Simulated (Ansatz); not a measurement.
Stepwise reaction of `O[Si](F)(O[SiH3])O[SiH3]` with water, as a gas-phase model of exchange steps in deposition or etching. ΔE in kJ/mol.

Calculated with Ansatz (gas phase, PBE0-D4/def2-TZVP geometries, no zero-point term in ΔE). CCSD(T)/CBS adds triple-zeta CCSD(T) − MP2 to the extrapolated MP2 energy (def2 sets, frozen cores). This one scheme is used for every species. DFT in def2-TZVPP. B3LYP here is the variant with VWN-RPA as its local correlation; programs differ in this. One conformer a species, not always the lowest.

```tsv
step	reaction	PBE-D4	B3LYP-D4	ωB97M-V	CCSD(T)/CBS
2	`O[Si](O)(F)O[SiH3]` + H₂O → `O[Si](O)(O)F` + `O[SiH3]`	15.8	22.1	18.1	23.2
```

Q: Give the row of step 1, `O[Si](F)(O[SiH3])O[SiH3]` + H₂O → `O[Si](O)(F)O[SiH3]` + `O[SiH3]`. (An estimate is asked.)

A: The calculation gave: 
```tsv
step	reaction	PBE-D4	B3LYP-D4	ωB97M-V	CCSD(T)/CBS
1	`O[Si](F)(O[SiH3])O[SiH3]` + H₂O → `O[Si](O)(F)O[SiH3]` + `O[SiH3]`	15.2	21.8	17.1	22.2
```

Q: By hand: ΔE of the 2 steps together at CCSD(T)/CBS.

A: (22.2) + (23.2) = 45.4 kJ/mol, or 22.7 kJ/mol a step.

In ΔE the steps differ by no more than 1.0 kJ/mol. All are uphill at CCSD(T)/CBS. PBE-D4 differs from CCSD(T)/CBS by -7.4 to -7.0 kJ/mol a step. Isolated molecules leave out the surface, adducts and barriers. Largest T1 diagnostic: 0.011.
